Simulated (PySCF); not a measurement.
# Dipole response of Cr³⁺ (chromium, charge +3)

[Ar] 3d3, high-spin 4F determinant. Computed with PySCF 2.14 in def2-QZVPPD (11s6p5d3f2g, 93 functions), with no relativity, point nucleus. Coupled (time-dependent) response in atomic units; α is the mean over directions.

```json
{"method": "UHF", "mean α (bohr³)": "1.926", "C₆ (like pair)": "4.829", "S(−4)": "1.086"}
{"method": "PBE", "mean α (bohr³)": "2.143", "C₆ (like pair)": "5.394", "S(−4)": "1.700"}
{"method": "PBE0", "mean α (bohr³)": "2.066", "C₆ (like pair)": "5.194", "S(−4)": "1.458"}
```

S(−4) is the Cauchy moment in α(ω) = α(0) + S(−4) ω² + …

α(iu) at PBE0:

| u (hartree) | α(iu) (bohr³) |
| --- | --- |
| 0 | 2.066 |
| 0.0500 | 2.062 |
| 0.100 | 2.051 |
| 0.200 | 2.011 |
| 0.300 | 1.950 |
| 0.500 | 1.798 |
| 0.750 | 1.596 |
| 1.00 | 1.408 |
| 1.50 | 1.095 |
| 2.00 | 0.8575 |
| 3.00 | 0.5512 |
| 5.00 | 0.2746 |

For an ion, C₆ is the dispersion term alone; charge-induced terms of lower order in 1/R come first.
